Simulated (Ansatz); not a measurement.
Calculated with Ansatz (gas phase, PBE0-D4/def2-TZVP geometries, no zero-point term in ΔE). CBS: MP2 limit from def2 TZ/QZ plus the TZ coupled-cluster correction, frozen cores. DFT in def2-TZVPP. Each species was taken in one conformer, which may not be the lowest.

Consider the substitution at a C–Si bond: `C[SiH](F)[SiH2]N` + `[SiH3]N[SiH2]Cl` → `CN([SiH3])[SiH2]Cl` + `N[SiH2][SiH2]F`.

Problem. Is it downhill or uphill in electronic energy at CCSD(T)/CBS, and by how much? (Best estimate.)

Solution. Computed: Uphill: ΔE = +21.0 kcal/mol.

Problem. What do these levels give: LDA (SPW92), PBE-D4, revPBE-D4, BLYP-D4, r2SCANh-D4, PBE, revPBE, BLYP, RPA@PBE/def2-TZVPP, HF/def2-TZVPP, SCS-MP2/def2-TZVPP, MP2/def2-QZVPP? (An estimate is asked.)

Solution. Ansatz gave: LDA (SPW92) 20.0, PBE-D4 20.4, revPBE-D4 19.5, BLYP-D4 19.5, r2SCANh-D4 21.8, PBE 21.0, revPBE 21.4, BLYP 20.7, RPA@PBE/def2-TZVPP 18.5, HF/def2-TZVPP 20.5, SCS-MP2/def2-TZVPP 19.9, MP2/def2-QZVPP 21.2 kcal/mol.

Largest T1 diagnostic among the species: 0.011.

The D4 term adds −0.9 kcal/mol with B3LYP and −0.5 kcal/mol with PBE0; it sums over pairs of atoms, weighted by their polarisabilities, and B3LYP, whose exchange is more repulsive, gets the larger term. Leaving LDA and LC-ωPBE aside and taking each functional with its dispersion term where it has one, the values, not all of them listed here, spread over 2.4 kcal/mol, from BLYP-D4 to B97M-V. LDA lies −1.0 kcal/mol from PBE without D4.

B3LYP here is the variant with VWN-RPA as its local correlation; programs differ in this.
